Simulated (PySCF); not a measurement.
Species: C₅H₈ClFSi.
SMILES with atom numbers: `[CH2:1]=[C:2]1[CH2:3][C@@H:4]([SiH2:5][Cl:6])[C@H:7]1[F:8]`

Definitions: NICS(0) = −σiso at the ring centroid; NICS(1) = −σiso and NICS(1)zz = −σzz at ±1 Å along the ring normal z. Level: GIAO PBE0/pcSseg-1 (PySCF, non-relativistic, gas phase) on the GFN2-xTB geometry, one conformer.

Ring bond lengths (Å), with Mayer bond orders in brackets: C2–C3 1.505 (1.00), C3–C4 1.548 (1.02), C4–C7 1.536 (1.00), C7–C2 1.505 (0.97).

Give the NICS values of each ring in ppm.

```csv
ring,type,NICS(0),"NICS(1), two faces","NICS(1)zz, two faces",rms pucker (Å),"centre to ring atoms, mean (Å)"
C2–C3–C4–C7,4-membered carbocycle; formal bonds all single,0.7,-2.4 / -1.0,-1.4 / 3.2,0.07,1.07
```

What can be read from them?

- C2–C3–C4–C7: mean NICS(1)zz 0.9 ppm, near zero. C3, C4, C7 have four or more neighbours; no verdict on aromaticity is drawn. The two faces differ by 4.6 ppm, so no symmetry operation interchanges them.

What is the mean of the two in-plane components of NICS at the first NICS(1) probe listed for ring C2–C3–C4–C7, 1 Å off the ring?

The isotropic value is a third of the trace: (3 × -2.4 − (-1.4))/2 = -2.9 ppm.

Time: 2.8 min wall, 1.9 min CPU (grids of density and orbitals included); peak memory 0.83 GiB. Hardware: an Intel Xeon at 2.50 GHz with one thread, shared host with 64 logical CPUs at a one-minute load of 61. This is the whole shielding run at PBE0/pcSseg-1, SCF included.

Conformer computed: `[CH2:1]=[C:2]1[CH2:3][C@@H:4]([SiH2:5][Cl:6])[C@H:7]1[F:8]`: C3–C4–Si5–Cl6 -74°.
